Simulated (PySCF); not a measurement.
## Stretching AsC

Set-up: As def2-SVPD, C def2-SVPD; no relativity (PySCF 2.14). Energies in eV from As + C in their ground configurations at the same level. State: ²Σ⁺ (doublet), unpaired electrons σ ↑.

All columns are BLYP. A positive dipole means As(−)C(+).

| R (Å) | E (eV) | μ (D) | Mulliken charge on As (basis-dependent) | HOMO (eV) | LUMO (eV) | Mayer bond order | ⟨S²⟩ |
| --- | --- | --- | --- | --- | --- | --- | --- |
| 1.436 | -2.795 | -1.31 | -0.15 | -7.13 | -5.17 | 2.86 | 0.76 |
| 1.503 | -3.874 | -1.38 | -0.12 | -6.96 | -5.30 | 2.85 | 0.76 |
| 1.570 | -4.503 | -1.43 | -0.09 | -6.77 | -5.42 | 2.84 | 0.76 |
| 1.620 | -4.755 | -1.47 | -0.06 | -6.63 | -5.50 | 2.83 | 0.77 |
| 1.670 | -4.862 | -1.51 | -0.03 | -6.51 | -5.56 | 2.81 | 0.77 |
| 1.720 | -4.858 | -1.54 | 0.00 | -6.40 | -5.63 | 2.79 | 0.77 |
| 1.787 | -4.724 | -1.57 | 0.04 | -6.26 | -5.70 | 2.76 | 0.78 |
| 1.870 | -4.416 | -1.59 | 0.08 | -6.11 | -5.76 | 2.71 | 0.80 |
| 1.971 | -3.932 | -1.58 | 0.11 | -5.95 | -5.80 | 2.61 | 0.87 |
| 2.104 | -3.233 | -1.53 | 0.13 | -5.80 | -5.78 | 2.33 | 1.12 |

A fit through these points gives, at Re = 1.692 Å, μ = -1.52 D and dμ/dR = -0.594 D/Å; the reduced mass is 10.34 u.

Problem. How strong is the fundamental in the double-harmonic approximation, I = 42.26·(dμ/dR)²/μred km/mol?

Solution. I = 42.26·(-0.594)²/10.34 = 1.44 km/mol at BLYP.

⟨S²⟩ of the unrestricted solution departs from its pure value on part of the curve, where spin states mix. Spin–orbit coupling is left out. The state is the lowest determinant that a PBE0 search found; another state may lie lower at other levels.
